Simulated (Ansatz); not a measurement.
Cl2H2O2Si (`O[Si](O)(Cl)Cl`), relaxed with RKS PBE0-D4/def2-TZVP in Ansatz from a PBE-D4/def2-SVP geometry. The force threshold is 0.005 eV/Å; the program also tests the step.

The species carries charge 0 and has multiplicity 1.

Start:

```xyz
7

O    -0.574    1.320   -0.038
Si    0.005   -0.216    0.193
O     1.568   -0.284   -0.332
Cl    0.044   -0.755    2.175
Cl   -1.219   -1.556   -0.809
H    -1.537    1.433    0.044
H     1.714    0.057   -1.232
```

(1) How much energy does the relaxation release, and in how many steps? (Estimate.)

(2) Which bonds change most? (An estimate is asked.)

(3) Give the relaxed structure. (Estimate.)

Answers

(1) Computed: 1.64 kcal/mol, in 8 steps, 1 of them rejected.

(2) Ansatz gave: O1–Si2 from 1.657 to 1.622 Å; Si2–O3 from 1.650 to 1.615 Å; Si2–Cl5 from 2.074 to 2.044 Å; Si2–Cl4 from 2.054 to 2.026 Å.

(3) Ansatz gave: 
```xyz
7

O    -0.574    1.286   -0.037
Si    0.003   -0.213    0.188
O     1.530   -0.273   -0.334
Cl    0.039   -0.737    2.144
Cl   -1.193   -1.541   -0.802
H    -1.517    1.432    0.060
H     1.713    0.046   -1.220
```
